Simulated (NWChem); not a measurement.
System: CH$_{5}$FSi; SMILES F[SiH2]C

Program: NWChem. Geometry: optimised at PBE0/def2-SVP. Level: PBE0/def2-SVP with SMD (1 M gas to 1 M solution), gas-phase geometry. Reactions with the solvent are ignored.

Problem. What does the run give for solvent n-hexane? Quantities: solvation free energy (kcal/mol); cavity-dispersion-structure term (kcal/mol); dipole in solution (D).

Solution. The solvation free energy (kcal/mol) comes out as -1.4. The cavity-dispersion-structure term (kcal/mol) comes out as -0.2 and the dipole in solution (D) is 2.00.
